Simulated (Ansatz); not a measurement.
Start from `[OH][GeH]([F])[GeH3]` and change one atom or group to get `[OH][GeH]([F])[F]`.

Ansatz, PBE0-D4/def2-TZVP geometries, multiplicity 1. Each molecule was computed in one conformer, which needn't be the lowest.

Scalar relativity is left out up to krypton.

| property | `[OH][GeH]([F])[GeH3]` |
| --- | --- |
| ideal-gas entropy at 298 K and 1 bar (rigid rotor, harmonic PBE0-D4/def2-TZVP) / J/(mol·K) | 371 |
| size of the dipole moment (B3LYP/def2-TZVPP) / D | 1.81 |
| HOMO–LUMO gap (PBE0/def2-TZVPP) / eV | 8.38 |
| LUMO energy (B3LYP/def2-TZVPP) / eV | -0.34 |
| HOMO–LUMO gap (PBE/def2-TZVPP) / eV | 6.28 |
| HOMO–LUMO gap (B3LYP/def2-TZVPP) / eV | 7.93 |

(1) Give the same properties after the change, and the shifts. (An estimate is asked.)

## Answers

(1) The calculation gave: 
| property | `[OH][GeH]([F])[F]` | shift |
| --- | --- | --- |
| ideal-gas entropy at 298 K and 1 bar (rigid rotor, harmonic PBE0-D4/def2-TZVP) / J/(mol·K) | 314 | -57 |
| size of the dipole moment (B3LYP/def2-TZVPP) / D | 1.22 | -0.59 |
| HOMO–LUMO gap (PBE0/def2-TZVPP) / eV | 9.91 | 1.53 |
| LUMO energy (B3LYP/def2-TZVPP) / eV | -0.56 | -0.22 |
| HOMO–LUMO gap (PBE/def2-TZVPP) / eV | 7.02 | 0.74 |
| HOMO–LUMO gap (B3LYP/def2-TZVPP) / eV | 9.20 | 1.27 |

With PBE0 the HOMO falls by 1.59 eV and the LUMO falls by 0.06 eV, so the gap widens by about 1.53 eV. PBE moves the HOMO by -1.02 eV and ωB97M-V by -2.01 eV. The zero-point energy changes by -54.8 kJ/mol with -9 modes. Dipoles are sizes alone; their direction can turn.

B3LYP here is the variant with VWN-RPA as its local correlation; programs differ in this.
